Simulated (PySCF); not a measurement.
C2H7FSSi. Atoms are numbered in the order given.

```xyz
12

C      1.5616    -0.1323    -1.2551
Si     0.1219    -0.3137    -0.0825
C     -1.2581    -1.3458    -0.7972
F      0.6588    -1.0471     1.2755
S     -0.5891     1.6025     0.6220
H      1.2564     0.4028    -2.1693
H      2.3770     0.4374    -0.7838
H      1.9492    -1.1207    -1.5525
H     -2.0682    -1.4734    -0.0630
H     -1.6831    -0.8644    -1.6932
H     -0.8881    -2.3424    -1.0895
H     -0.9747     2.0033    -0.6127
```
Charge 0, spin multiplicity 1.

Geometry optimised at B3LYP-D3(BJ)/def2-SVP. One conformer was computed; it need not be the lowest.

Method: SMD-M06-2X/6-31G* (PySCF).

Solvation free energies are E(SMD) − E(gas) at the gas-phase geometry, for 1 M in both phases. In vacuum the dipole moment is 3.21 D.

Computed solvation free energies in water, ethanol, dichloromethane:
```json
[
 {"solvent": "water", "ΔG(solv) (kcal/mol)": "-1.7", "its non-electrostatic (CDS) part": "3.9", "dipole (D)": "4.20"},
 {"solvent": "ethanol", "ΔG(solv) (kcal/mol)": "-5.8", "its non-electrostatic (CDS) part": "-0.4", "dipole (D)": "4.15"},
 {"solvent": "dichloromethane", "ΔG(solv) (kcal/mol)": "-5.8", "its non-electrostatic (CDS) part": "-1.1", "dipole (D)": "4.03"}
]
```
